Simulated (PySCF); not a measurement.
## Chromium: a sound run and one with changed settings

Sound run: Cr⁺ [Ar] 3d5, Cr²⁺ [Ar] 3d4. Calculation: PySCF 2.14, in x2c-TZVPall (6s5p4d1f, 48 functions); the spin-free X2C one-electron Hamiltonian (Gaussian nucleus). In the sound run the correlated levels freeze [Ar]. The sound run starts from symmetry-adapted Hartree-Fock orbitals and uses a fine grid where one is needed.

Changed run: initial guess 1e, at most 50 SCF cycles, level shift 0.1 hartree.

```
species  method  sound run (hartree)  changed run (hartree)  converged
    Cr⁺     UHF          -1049.42242            -1049.42242        yes
    Cr⁺   B3LYP          -1050.52589            -1050.52589        yes
    Cr⁺   M06-L          -1050.43764            -1050.43764        yes
    Cr⁺     MP2          -1049.48476            -1049.48167        yes
   Cr²⁺     UHF          -1048.86994            -1048.86996        yes
   Cr²⁺   B3LYP          -1049.90712            -1049.90774        yes
   Cr²⁺   M06-L          -1049.84095            -1049.84273        yes
   Cr²⁺     MP2          -1048.90113            -1048.89996        yes
```

Ionisation energy of Cr⁺:

| method | sound run (eV) | changed run (eV) |
| --- | --- | --- |
| UHF | 15.034 | 15.033 |
| B3LYP | 16.837 | 16.821 |
| M06-L | 16.237 | 16.188 |
| MP2 | 15.881 | 15.829 |
| SCS-MP2 | 15.316 | 15.298 |

Where the changed run lies lower, it found another determinant of the same configuration, with other orbitals of the open shell filled.

For comparison, NIST gives 16.486 eV between the lowest levels.
